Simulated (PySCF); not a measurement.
A TDDFT job was run through a driver script with this input:

```
{"job": {"kind": "uv", "xc": "B3LYP", "basis": "def2-SVPD", "nstates": 8, "ntriplets": 3}, "charge": 0, "multiplicity": 1}
O      2.111250    -1.012725     0.744743
C      1.273622    -0.157369     0.694184
O      1.376139     1.006739     1.372068
C      0.030330    -0.140973    -0.101037
Ge    -0.723909     1.664191    -0.221608
C     -0.093714    -1.188466    -1.186984
C     -0.908631    -1.315990     0.037913
F     -0.616827    -2.293829     0.930536
H      2.184097     1.026748     1.906938
H     -1.883067     1.592646    -1.172856
H     -1.222161     2.123711     1.102854
H      0.283431     2.620600    -0.758724
H     -0.581757    -0.918594    -2.111953
H      0.745919    -1.862334    -1.283505
H     -1.979137    -1.136365     0.025520
```

The program printed:

```
coarse grid: 61104 points
cycle   1  E = -2483.2023819844  dE =  7.902e-01  |g| = 1.083e+00  |ddm| = 6.118e+00
cycle   2  E = -2482.6869949654  dE =  5.154e-01  |g| = 1.968e+00  |ddm| = 4.180e+00
cycle   3  E = -2483.3787971222  dE = -6.918e-01  |g| = 3.927e-01  |ddm| = 3.111e+00
cycle   4  E = -2483.4066288650  dE = -2.783e-02  |g| = 9.382e-02  |ddm| = 7.145e-01
cycle   5  E = -2483.4080020892  dE = -1.373e-03  |g| = 3.732e-02  |ddm| = 1.414e-01
cycle   6  E = -2483.4082307682  dE = -2.287e-04  |g| = 7.565e-03  |ddm| = 7.476e-02
cycle   7  E = -2483.4082429409  dE = -1.217e-05  |g| = 2.058e-03  |ddm| = 2.094e-02
cycle   8  E = -2483.4082438097  dE = -8.689e-07  |g| = 6.271e-04  |ddm| = 4.436e-03
final grid: 129496 points
cycle   9  E = -2483.4082048917  dE = -6.470e-08  |g| = 1.074e-03  |ddm| = 1.721e-02
cycle  10  E = -2483.4082043253  dE =  5.664e-07  |g| = 2.050e-03  |ddm| = 3.882e-03
cycle  11  E = -2483.4082050952  dE = -7.700e-07  |g| = 2.701e-04  |ddm| = 2.296e-03
cycle  12  E = -2483.4082051095  dE = -1.425e-08  |g| = 2.276e-05  |ddm| = 4.554e-04
cycle  13  E = -2483.4082051096  dE = -8.049e-11  |g| = 1.040e-05  |ddm| = 6.506e-05
converged SCF energy = -2483.4082051096

Static polarisability (au): isotropic 82.912, principal 69.804 86.873 92.059

Singlet excitations
state   eV       nm        f      main configurations
  1   5.6708    218.6   0.00226   H->L 0.91
  2   6.7118    184.7   0.03504   H-1->L 0.83
  3   7.0037    177.0   0.01726   H->L+1 0.84
  4   7.2558    170.9   0.07202   H-2->L 0.74
  5   7.3540    168.6   0.02048   H->L+2 0.39, H-1->L+1 0.37, H->L+3 0.10
  6   7.4389    166.7   0.02411   H->L+2 0.50, H-1->L+1 0.39
  7   7.5650    163.9   0.07234   H->L+3 0.66, H-1->L+2 0.16
  8   7.5869    163.4   0.01201   H-1->L+2 0.61, H-1->L+1 0.21, H->L+3 0.12

Triplet excitations (Tamm-Dancoff, eV): 5.2308 5.9546 6.3642
```

Computed with TDDFT B3LYP/def2-SVPD, vertical, gas phase, core orbitals frozen in the response (PySCF 2.14.0, density-fitted response routines). Isolated species at its GFN2-xTB geometry (one conformer only). The B3LYP/def2-SVPD calculation is non-relativistic and has no spin–orbit coupling, an omission that weighs most on germanium.

(1) What transition dipole goes with state 7?

(2) What is the polarisability anisotropy, √(½[(α1 − α2)² + (α2 − α3)² + (α3 − α1)²])?

(3) Give the energy of state 3 in hartree, cm⁻¹ and kJ/mol.

(4) How many basis functions and electrons does this run hold?

(5) Give the mean polarisability in Å³.

(6) Which species is it?

Results:

(1) |μ|² = 3f / (2ΔE) = 3 × 0.0723 / (2 × 0.2780) = 0.390 au, so |μ| = 1.59 D.

(2) 20.17 au.

(3) 0.25738 hartree, 56489 cm⁻¹, 675.8 kJ/mol.

(4) 243 basis functions for 88 electrons in 44 doubly occupied orbitals.

(5) 82.91 au × 0.148185 = 12.29 Å³.

(6) `O=C(O)[C@@]1([GeH3])C[C@H]1F` (C4H7FGeO2), point group C1.

The SCF starts on a coarse grid; the energy jumps when the final grid takes over, and dE counts afresh there. H and L stand for HOMO and LUMO.

Shape of the structure used: `[O:1]=[C:2]([OH:3])[C@@:4]1([GeH3:5])[CH2:6][C@H:7]1[F:8]`: O1–C2–C4–Ge5 -164°, H–O3–C2–O1 -2°.
